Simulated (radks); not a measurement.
The titanium ion Ti2+ inside a hard spherical wall (all orbitals vanish at R), configuration held at [Ar] 3d2 and not refilled when levels cross. Calculated with a radial shooting solver on a logarithmic mesh with Libxc functionals: scalar-relativistic Kohn-Sham, PBEsol, spin-polarised, spherical densities, point nucleus; open shells are filled with parallel spins first. Eigenvalues in eV for spin up, with the zero of energy where the potential of the charges vanishes at infinity; a dash marks a level that is unbound or too diffuse for the functional's potential to be trusted. A positive occupied level is held by the wall or, in an anion where self-interaction has pushed it up, behind a barrier. The pressure on the wall is -dE/dV.

R (bohr),E (hartree),kinetic (hartree),e(2p),e(3s),e(3p),e(3d),"e(4s, empty)","e(4p, empty)",pressure (GPa)
free,-851.86711,858.958,-459.82,-79.094,-55.410,-20.372,-17.073,-12.511,0
20,-851.86711,858.958,-459.82,-79.094,-55.410,-20.372,-17.073,-12.511,< 0.0001
7,-851.86703,858.959,-459.82,-79.087,-55.403,-20.365,-17.019,-12.304,0.00695
5,-851.86356,858.987,-459.59,-78.909,-55.232,-20.170,-15.932,-10.220,0.625
3.5,-851.80428,859.342,-457.74,-77.561,-53.915,-18.388,-7.644,1.029,24.7
3,-851.68057,860.053,-455.25,-75.890,-52.198,-15.987,2.615,13.265,112
2.5,-851.22678,862.498,-448.89,-71.695,-47.679,-10.029,26.295,39.477,629
